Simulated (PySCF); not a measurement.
MgF, SMILES [F][Mg], multiplicity 2. Atoms are numbered in the order given.

```xyz
2

Mg     0.0000     0.0000    -0.7655
F      0.0000     0.0000     1.0207
```
Charge 0, spin multiplicity 2.

The structure is a stationary point at PBE-D3(BJ)/def2-TZVPD. The spin state was assumed, not searched.

These are PBE-D3(BJ)/def2-TZVPD in PySCF values and carry that method's errors.

Frequencies are harmonic and unscaled.

| mode | ν (cm⁻¹) | IR (km/mol) | moving atoms (share of kinetic energy) |
|---|---|---|---|
| 1 | 664 | 71.0 | F 56 %, Mg 44 % |
